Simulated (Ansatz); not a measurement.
This singlet lies 0.69 eV below the relaxed triplet at the level frozen-core CCSD(T)/cc-pVDZ // PBE0-D3(BJ)/def2-TZVP (Ansatz, a quantum-chemistry and plane-wave program).

Species: CH4GeOSi, SMILES `O=[CH][Ge][SiH3]` (lower singlet; O–C–Ge–Si torsion 95°) (charge 0, multiplicity 1).

**Question.** Give a relaxed geometry from PBE0-D3(BJ)/def2-TZVP in Ansatz.

**Answer.** One answer among several that fit: the end point of this relaxation, one of several conformers (outside a Z-matrix the atoms follow the SMILES, hydrogens last).
Z-matrix (Å, degrees):
```
Si
H 1 1.4890
H 1 1.4891 2 108.46
H 1 1.4949 2 107.32 3 116.76
Ge 1 2.4637 2 111.91 4 116.15
C 5 1.9709 1 89.09 2 146.33
O 6 1.2225 5 92.82 1 -95.02
H 6 1.1062 7 120.96 5 178.10
```
